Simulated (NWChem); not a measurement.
The numbers come from NWChem runs, not from measurements. System: CH6Ge, charge 0, spin multiplicity 1, at a geometry optimised with B3LYP/def2-SVP. The structure started from a generated list of species. Level: RHF/def2-TZVP.

Part of the output:

```
             Northwest Computational Chemistry Package (NWChem) 7.3.0
             --------------------------------------------------------

                                NWChem Input Module
                                -------------------

 Scaling coordinates for geometry "geometry" by  1.889725989
 (inverse scale =  0.529177249)

 Turning off AUTOSYM since
 SYMMETRY directive was detected!

                             Geometry "geometry" -> ""
                             -------------------------

 Output coordinates in angstroms (scale by  1.889725989 to convert to a.u.)

  No.       Tag          Charge          X              Y              Z
 ---- ---------------- ---------- -------------- -------------- --------------
    1 Ge                  32.0000     0.39128200     0.02290000     0.00000000
    2 C                    6.0000    -1.57283500    -0.09205200     0.00000000
    3 H                    1.0000     0.88528300     0.77714600     1.25415600
    4 H                    1.0000     0.88528300     0.77714600    -1.25415600
    5 H                    1.0000     1.01216100    -1.39143100     0.00000000
    6 H                    1.0000    -1.92544900    -0.62923900     0.89317400
    7 H                    1.0000    -1.92544900    -0.62923900    -0.89317400
    8 H                    1.0000    -2.01584400     0.91512700     0.00000000

 Effective nuclear repulsion energy (a.u.)     119.2101497322

            Nuclear Dipole moment (a.u.)
            ----------------------------
        X                 Y               Z
 ---------------- ---------------- ----------------
    -0.0000018897    -0.0000037795     0.0000000000

      Symmetry information
      --------------------

 Group name             Cs
 Group number              2
 Group order               2
 No. of unique centers     6

      Symmetry unique atoms

     1    2    3    5    6    8


 Summary of "ao basis" -> "" (spherical)
 ------------------------------------------------------------------------------
       Tag                 Description            Shells   Functions and Types
 ---------------- ------------------------------  ------  ---------------------
 *                         def2-tzvp                  on all atoms

 Summary of "ao basis" -> "ao basis" (spherical)
 ------------------------------------------------------------------------------
       Tag                 Description            Shells   Functions and Types
[...]
 Vector   21  Occ=2.000000D+00  E=-4.568470D-01  Symmetry=a"
              MO Center=  5.9D-01,  5.0D-01,  5.6D-11, r^2= 2.7D+00
   Bfn.  Coefficient  Atom+Function         Bfn.  Coefficient  Atom+Function
  ----- ------------  ---------------      ----- ------------  ---------------
    18      0.311345  1 Ge pz                81      0.232560  3 H  s
    87     -0.232560  4 H  s                 21      0.205887  1 Ge pz

 Vector   22  Occ=2.000000D+00  E=-4.364664D-01  Symmetry=a'
              MO Center= -6.8D-01, -4.0D-02,  2.8D-14, r^2= 2.5D+00
   Bfn.  Coefficient  Atom+Function         Bfn.  Coefficient  Atom+Function
  ----- ------------  ---------------      ----- ------------  ---------------
    16      0.316340  1 Ge px                54     -0.287266  2 C  px
    57     -0.284999  2 C  px                19      0.160737  1 Ge px

 Vector   23  Occ=0.000000D+00  E= 1.252641D-01  Symmetry=a'
              MO Center= -9.4D-01, -5.5D-02,  2.5D-17, r^2= 7.7D+00
   Bfn.  Coefficient  Atom+Function         Bfn.  Coefficient  Atom+Function
  ----- ------------  ---------------      ----- ------------  ---------------
    53      6.129065  2 C  s                 19      2.141085  1 Ge px
   100     -1.667087  6 H  s                106     -1.667087  7 H  s
   112     -1.667106  8 H  s                  6     -1.130894  1 Ge s
    82     -0.549135  3 H  s                 88     -0.549135  4 H  s
    94     -0.549166  5 H  s                 52     -0.545644  2 C  s

 Vector   24  Occ=0.000000D+00  E= 1.664148D-01  Symmetry=a'
              MO Center=  7.0D-01,  4.1D-02,  1.6D-15, r^2= 7.0D+00
   Bfn.  Coefficient  Atom+Function         Bfn.  Coefficient  Atom+Function
  ----- ------------  ---------------      ----- ------------  ---------------
     6      3.585359  1 Ge s                 53     -2.153971  2 C  s
    82     -1.069953  3 H  s                 88     -1.069953  4 H  s
    94     -1.069955  5 H  s                 60     -1.059466  2 C  px
    19     -0.720931  1 Ge px               100      0.230090  6 H  s
   106      0.230090  7 H  s                112      0.230087  8 H  s

 Vector   25  Occ=0.000000D+00  E= 1.815568D-01  Symmetry=a"
              MO Center=  4.6D-01, -1.6D-01, -7.7D-10, r^2= 5.4D+00
   Bfn.  Coefficient  Atom+Function         Bfn.  Coefficient  Atom+Function
  ----- ------------  ---------------      ----- ------------  ---------------
    21      2.104743  1 Ge pz                82     -1.503378  3 H  s
    88      1.503378  4 H  s                 62     -0.941033  2 C  pz
   100      0.731762  6 H  s                106     -0.731762  7 H  s

 center of mass
 --------------
 x =   0.14264335 y =   0.00834813 z =   0.00000000

 moments of inertia (a.u.)
 ------------------
          34.738501981762         -10.425296249926           0.000000000000
         -10.425296249926         212.257113983781           0.000000000000
           0.000000000000           0.000000000000         212.867418054871

  Mulliken analysis of the total density
  --------------------------------------

    Atom       Charge   Shell Charges
 -----------   ------   -------------------------------------------------------
    1 Ge  32    31.77   2.00  2.00  1.16  0.80  0.74  0.58  5.98  4.44  1.56  1.42  0.82  8.92  1.10  0.08  0.14  0.03
    2 C    6     6.50   0.85  1.12  0.47  0.71  0.07  1.23  1.52  0.47  0.01  0.03  0.00
    3 H    1     1.04   0.23  0.57  0.23  0.01
    4 H    1     1.04   0.23  0.57  0.23  0.01
    5 H    1     1.04   0.23  0.57  0.23  0.01
    6 H    1     0.87   0.26  0.48  0.10  0.02
    7 H    1     0.87   0.26  0.48  0.10  0.02
    8 H    1     0.87   0.26  0.48  0.10  0.02

       Multipole analysis of the density wrt the origin
       ------------------------------------------------

     L   x y z        total         open         nuclear
     -   - - -        -----         ----         -------
     0   0 0 0     -0.000000      0.000000     44.000000

     1   1 0 0     -0.261603      0.000000     -0.000002
     1   0 1 0     -0.015310      0.000000     -0.000004
     1   0 0 1      0.000000      0.000000      0.000000

     2   2 0 0    -20.827672      0.000000    120.746139
     2   1 1 0     -0.008117      0.000000      6.075970
     2   1 0 1     -0.000000      0.000000      0.000000
     2   0 2 0    -20.689841      0.000000     17.287363
     2   0 1 1      0.000000      0.000000      0.000000
     2   0 0 2    -20.689324      0.000000     16.931609

 Task  times  cpu:        5.5s     wall:        5.5s

 Total times  cpu:        5.5s     wall:        5.5s
```

Problem. Write an NWChem input that would produce this output.

Solution. One answer among several that fit: 
```
start mol
memory heap 200 mb stack 800 mb global 1000 mb
geometry units angstroms nocenter noautoz
  Ge     0.391282     0.022900     0.000000
  C     -1.572835    -0.092052     0.000000
  H      0.885283     0.777146     1.254156
  H      0.885283     0.777146    -1.254156
  H      1.012161    -1.391431     0.000000
  H     -1.925449    -0.629239     0.893174
  H     -1.925449    -0.629239    -0.893174
  H     -2.015844     0.915127     0.000000
  symmetry group Cs
end
basis spherical
  * library def2-tzvp
end
scf
  rhf
  nopen 0
  maxiter 100
  thresh 1e-7
  semidirect memsize 60000000 filesize 0
end
task scf energy
```
